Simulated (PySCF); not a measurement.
Coordinates in bohr (charge 0 multiplicity 1):
```
Se    0.0000    0.0000   -2.5633
Ag    2.8934    0.0000    0.9647
Ag   -2.8934    0.0000    0.9647
```

Computed with PBE0/[Se def2-TZVP, Ag def2-TZVP with ECP28], scalar-relativistic core potentials, density fitting, no spin–orbit coupling, PySCF.

This geometry of Ag2Se is a stationary point at this level.

Problem. What is the point group?

Solution. C2v.

Problem. Is it a minimum?

Solution. Yes: all harmonic wavenumbers are real, though the softest, 53 cm⁻¹, leaves little margin.

Problem. List the harmonic modes with their infrared intensities.

Solution. 
```json
{"symmetry": "a1", "ω (cm⁻¹)": "53", "IR (km/mol)": "0.3"}
{"symmetry": "b2", "ω (cm⁻¹)": "212", "IR (km/mol)": "7.5"}
{"symmetry": "a1", "ω (cm⁻¹)": "248", "IR (km/mol)": "3.8"}
```

In C2v the vibrations span 2a1 + b2. Here b1 is antisymmetric to the molecular plane and b2 lies in it.

This need not be the most stable arrangement of these atoms.
